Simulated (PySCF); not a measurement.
BH₃OSe₂.

```xyz
7

B      0.6804     0.0016     0.0000
O      2.0302     0.0847     0.0000
H      2.4983    -0.7586     0.0000
Se    -0.3564    -1.6771     0.0000
H      0.8155    -2.5796     0.0000
Se    -0.2711     1.7219     0.0000
H     -1.6221     1.1307     0.0000
```

Geometry optimised at B3LYP-D3(BJ)/def2-SVP. The values are those of a single conformer.

Level of theory: B3LYP/pcSseg-1 (PySCF). Non-relativistic, no solvent.

Computed absolute GIAO shielding of each atom: isotropic value and principal components (ppm):
```
atom  σ(iso)     σ11     σ22     σ33   span
----  ------  ------  ------  ------  -----
B1      41.3     1.7    37.6    84.7   83.0
O2     148.6    31.8   173.0   241.0  209.1
H3      26.5    20.8    24.6    34.1   13.3
Se4   1791.7  1450.2  1603.9  2321.1  870.8
H5      29.9    21.6    25.2    42.9   21.3
Se6   1807.5  1550.0  1808.0  2064.5  514.6
H7      29.9    20.4    28.6    40.7   20.4
```
